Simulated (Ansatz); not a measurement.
Born–Oppenheimer molecular dynamics of BrCl2GaH2 (6 atoms, charge 0, multiplicity 1). It starts at the highest image of a converged band, a first-order saddle point between two minima.

All numbers below come from RKS PBE/def2-SVP (Ansatz 0.2.0).

```yaml
ensemble: NVE (velocity Verlet)
time_step: 0.5 fs
steps_asked: 200
starting_velocities_drawn_for: 100 K
seed: 8908
```

First frame:

```xyz
6
Properties=species:S:1:pos:R:3
Ga 0.015 -0.220 0.002
H 0.021 0.070 1.665
Cl 1.885 0.199 -0.974
Cl -1.887 0.117 -0.945
Br 0.075 -2.614 1.055
H 0.047 -1.095 1.743
```

What does the run give?

The run went to its last step.

```
steps done                                               : 200
time covered                                             : 100 fs
mean temperature over the second half                    : 670 K
spread of the potential energy over the second half      : 8.7 meV per atom
mean potential energy of the second half above the start : -49.1 meV per atom
```

The conserved energy stayed within 0.027 meV per atom of its start (net change -0.0052 meV per atom), so the integration is sound. The kinetic energy rose, since the run started high on the potential surface and went downhill. It ends in pieces (BrH + Cl2GaH), so much of that is their flight and rotation, not heat. A run of 0.1 ps of so small a system gives no equilibrium averages. The orbitals stay closed-shell, which can raise the energy where a bond breaks towards radicals; this wasn't checked here.

What happens to the structure?

Between its relaxed ends the band would form H2–H6 and break Ga1–H2, Br5–H6. These pairs go: H2–H6 1.17 → 3.37 Å, Ga1–H2 1.69 → 1.58 Å, Br5–H6 1.67 → 1.46 Å. In the last frame they stand as before the step (other bonds may differ from the relaxed reactants and products). Also parted: Ga1–Br5 2.62 → 3.16 Å. It ends as BrH + Cl2GaH. Pairs count as bonded within 1.25 times the sum of covalent radii (0.12 Å more for H–H). This is one draw of velocities; another would differ in detail.

How do temperature and energy run in time?


```tsv
time (fs)	T (K)	potential energy less start (eV)	conserved less start (meV/atom)
0	100	0.000	0.00
5	44	0.029	0.02
10	42	0.030	0.01
15	60	0.021	0.01
20	65	0.018	0.01
25	87	0.007	0.01
30	132	-0.016	0.01
35	221	-0.063	0.00
40	308	-0.108	0.01
45	378	-0.143	0.02
50	502	-0.208	-0.01
55	556	-0.236	-0.01
60	567	-0.242	0.01
65	580	-0.248	0.03
70	614	-0.266	0.01
75	674	-0.297	-0.01
80	708	-0.314	0.00
85	744	-0.333	0.02
90	786	-0.354	0.01
95	821	-0.373	-0.01
100	814	-0.369	-0.01
```

The run took 100 s on 4 threads of Intel(R) Xeon(R) 6975P-C (Granite Rapids), on a shared host, peak memory 0.19 GiB.
